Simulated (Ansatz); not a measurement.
Cartesian coordinates in Å:
```
C -0.1370 -1.6028 0.9958
Si -0.0852 0.1713 0.3632
O -0.4174 1.1035 1.7168
Al 2.1379 0.6788 -0.5948
Al -1.7627 0.4939 -1.4256
H 0.6083 -1.7578 1.7789
H -1.1189 -1.8369 1.4130
H 0.0673 -2.3031 0.1819
H -0.4339 2.0535 1.5938
H 2.8487 -0.3330 -1.6012
H 2.8545 2.0768 -0.3170
H -1.9092 -0.5603 -2.6126
H -2.6525 1.8163 -1.4922
```

Charge 0, multiplicity 1.

**Question.** List the PBE/def2-TZVPP orbital energies in eV (the Gaussian-basis code of Ansatz). (An estimate is asked.)

**Answer.** Computed: Occupied: -1779.69, -1506.61, -1506.61, -510.19, -268.72, -137.36, -106.89, -106.88, -94.12, -94.08, -94.06, -69.02, -69.02, -68.75, -68.75, -68.74, -68.74, -24.82, -17.33, -13.34, -11.20, -10.26, -9.82, -9.69, -9.24, -8.74, -8.09, -7.23, -7.16, -6.72, -5.26. Lowest empty: -3.25, -2.04, -1.41, -0.46, 0.22, 0.72, 0.84, 0.85.
